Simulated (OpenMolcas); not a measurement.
Lu: CASPT2 settings compared

| Property | Result |
| --- | --- |
| Program | OpenMolcas |
| Basis | ANO-RCC-VDZ [7s6p4d2f] |
| Scalar Hamiltonian | X2C, point nucleus |
| Active space | 3 electrons in 6 orbitals (5d 6s) |
| State averaging | 2S+1 = 4 even, 20 roots (10 in the spin-orbit step); 2S+1 = 2 even, 29 roots kept (CI in the orbitals of an earlier block) |
| Spin-orbit coupling | RASSI with atomic mean-field integrals over the reference wave functions, term energies averaged over their components |

Methods on the same reference wave functions:
A. CASSCF
B. SS-CASPT2, IPEA 0.75 Eh, real shift 0.25 Eh (closed shells correlated: 5s 5p)
C. SS-CASPT2, IPEA 0.75 Eh, real shift 0.05 Eh (closed shells correlated: 5s 5p)
D. MS-CASPT2, IPEA 0.75 Eh, real shift 0.25 Eh (closed shells correlated: 5s 5p)

Energies in eV above 5d 6s2 2D 3/2, the measured ground level; measured values from NIST Handbook of Basic Atomic Spectroscopic Data.

```csv
Level,A,B,C,D,Measured
5d 6s2 2D 3/2,0.0000,0.0000,0.0000,0.0000,0.0000
5d 6s2 2D 5/2,0.2142,0.2142,0.2142,0.2190,0.2472
5d2 6s 4F 3/2,1.8199,2.384,2.401,2.396,2.3373
5d2 6s 4F 5/2,1.8988,2.463,2.481,2.476,2.4057
5d2 6s 4F 7/2,2.0093,2.576,2.594,2.589,2.5103
5d2 6s 4F 9/2,2.1451,2.712,2.730,2.725,2.6337
5d2 6s 4P 1/2,2.7344,3.201,3.216,3.214,2.6622
5d2 6s 4P 3/2,2.7748,3.239,3.252,3.252,2.7856
5d2 6s 4P 5/2,2.8208,3.266,3.270,3.279,
5d2 6s 2D 5/2 [51 %],3.2364,3.556,3.534,3.573,
5d2 6s 2D 3/2,3.2400,3.535,3.499,3.561,3.0399
5d2 6s 2F 5/2 [62 %],3.4224,3.739,3.721,3.756,
5d2 6s 2G 9/2,3.4806,3.976,3.989,3.989,3.3068
5d2 6s 2F 7/2 [74 %],3.5981,3.837,3.833,3.850,3.4705
```

Deviations, from unrounded energies. A percentage is the sum of absolute deviations over the sum of measured energies, with the sign that they share, or ± where signs differ.

```
                  Against measurement  Levels      A      B      C      D
       mean absolute deviation (cm-1)      10   2100   2300   2300   2400
fine structure of the ground term (%)       1  -13.4  -13.4  -13.4  -11.4
             other configurations (%)       9  ±10.3  +11.0  +11.3  +11.5
```

A lies closest to measurement on these levels and D furthest from it. The largest miss of A in the table is 5d2 6s 4F 3/2, by -4200 cm-1. The ranking rests on the paired levels alone, and a cruder setting can come out closer through cancelling errors.

Among B to D the level of the table that moves most is 5d2 6s 2D 3/2, by 500 cm-1 (lowest in C, highest in D). Moves below CASPT2's spread within the term are not significant.

The mean deviations of B to D differ by less than CASPT2's widest spread within a term (390 cm-1), so their order carries little weight.

The lowest spin-free term lies below A's lowest term by 0.163 hartree in B, 0.165 hartree in C, 0.164 hartree in D.

CASPT2 does not keep the components of a term degenerate, so their means are used; among the terms shown or strongly mixed into the levels shown the widest spread is 390 cm-1 (5d2 6s 2F, D). Some high roots are left out of the spin-orbit mixing, which shifts the levels that they would mix with. Terms from blocks run as CI alone lack orbitals of their own. A single d shell beside an s shell can misplace configurations of different d count against each other. Without dynamic correlation excited terms often stand tens of per cent too high (terms of higher spin than the ground term too low), and those without a measured partner can miss by more than the paired ones (holds for A). Measured partners are found by configuration, term and J. A level has none where our copy of the source lacks it or the pairing is in doubt (some pairs that miss far off the trend of their configuration count as doubtful), and it then counts in no deviation. Only configurations of the active space appear. The table leaves out levels that lie high or whose names do not pair safely across all columns.

A share in square brackets marks a mixed level and gives the weight of the term that names it, the lowest over the columns.
